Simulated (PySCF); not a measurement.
C₂H₅S, SMILES C(C)[S], multiplicity 2. Atoms are numbered in the order given.

```xyz
8

C     -0.3323    -1.6116     0.0000
C      0.6163    -0.4303     0.0000
S     -0.1592     1.1804     0.0000
H     -0.9750    -1.5937     0.8817
H      0.2244    -2.5533     0.0000
H     -0.9750    -1.5937    -0.8817
H      1.2847    -0.4475     0.8693
H      1.2847    -0.4475    -0.8693
```
Charge 0, spin multiplicity 2.

Coordinates come from a PBE0-D3(BJ)/def2-TZVP optimisation. The isomer is the one that the SMILES or the coordinates give; other isomers of the formula were not compared.

Calculation: PySCF with PBE/pcH-1.

Unrestricted Kohn–Sham, ⟨S²⟩ = 0.752. Hyperfine tensors hold the contact and dipolar terms, without spin-orbit corrections.

**Question.** Estimate the hyperfine couplings. (An estimate is asked for; the answer gives what the named calculation found.)

**Answer.** 
```
nucleus    A(iso) (MHz)  A(iso) (G)  dipolar principal values (MHz)
---------  ------------  ----------  ------------------------------
13C no. 1          -3.4        -1.2                 -0.7, -0.5, 1.2
13C no. 2         -17.1        -6.1                 -4.3, -2.8, 7.2
33S no. 3          -0.6        -0.2             -85.9, -83.8, 169.6
1H no. 4            1.3         0.5                 -2.4, -2.3, 4.6
1H no. 5           -2.7        -1.0                 -1.5, -1.3, 2.8
1H no. 6            1.3         0.5                 -2.4, -2.3, 4.6
1H no. 7           94.3        33.7                 -5.8, -2.0, 7.7
1H no. 8           94.3        33.7                 -5.8, -2.0, 7.7
```
